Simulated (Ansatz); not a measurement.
Molecule (SMILES): [B]=O (B-O), doublet.
Atoms: B1, O2. Bonds: B1-O2.

Basis-set convergence of the optimised B1-O2 bond length at HF with Ansatz (an electronic-structure program). All functions are spherical. The program fits the integrals of some runs and decomposes those of others, by size. Open shells are unrestricted. No added dispersion term, no relativity. Reference: the value in pcseg-4, 1.1792 Å, itself unsure by roughly 0.0003 Å (its mean distance from aug-pcseg-3, aug-cc-pVQZ, cc-pV5Z). Deviations are taken from unrounded values.

| basis | functions | optimised B1-O2 bond length (Å) |
|---|---|---|
| cc-pVDZ | 28 | 1.1855 |
| aug-cc-pVDZ | 46 | 1.1871 |
| def2-SVP | 28 | 1.1828 |
| def2-SVPD | 43 | 1.1845 |
| pcseg-1 | 28 | 1.1833 |
| aug-pcseg-1 | 46 | 1.1849 |
| 6-311G** | 36 | 1.1806 |
| 6-311+G** | 44 | 1.1820 |
| cc-pVTZ | 60 | 1.1824 |
| aug-cc-pVTZ | 92 | 1.1828 |
| pcseg-2 | 60 | 1.1795 |
| aug-pcseg-2 | 92 | 1.1797 |
| def2-TZVPP | 62 | 1.1815 |
| def2-TZVPPD | 77 | 1.1817 |
| cc-pVQZ | 110 | 1.1796 |
| aug-cc-pVQZ | 160 | 1.1797 |
| def2-QZVPP | 114 | 1.1796 |
| def2-QZVPPD | 129 | 1.1797 |
| pcseg-3 | 120 | 1.1791 |
| aug-pcseg-3 | 170 | 1.1791 |

What the diffuse functions change, pair by pair:
- cc-pVDZ to aug-cc-pVDZ: 18 more functions, deviation 0.0064 to 0.0080 Å
- def2-SVP to def2-SVPD: 15 more functions, deviation 0.0036 to 0.0054 Å
- pcseg-1 to aug-pcseg-1: 18 more functions, deviation 0.0042 to 0.0057 Å
- 6-311G** to 6-311+G**: 8 more functions, deviation 0.0015 to 0.0028 Å
- cc-pVTZ to aug-cc-pVTZ: 32 more functions, deviation 0.0032 to 0.0036 Å
- pcseg-2 to aug-pcseg-2: 32 more functions, deviation 0.0003 to 0.0005 Å
- def2-TZVPP to def2-TZVPPD: 15 more functions, deviation 0.0023 to 0.0025 Å
- cc-pVQZ to aug-cc-pVQZ: 50 more functions, deviation 0.0004 to 0.0006 Å
- def2-QZVPP to def2-QZVPPD: 15 more functions, deviation 0.0005 to 0.0005 Å
- pcseg-3 to aug-pcseg-3: 50 more functions, deviation -0.0001 to -0.0001 Å

They bring the value nearer the reference by more than 0.0003 Å in 0 of 10 pairs.
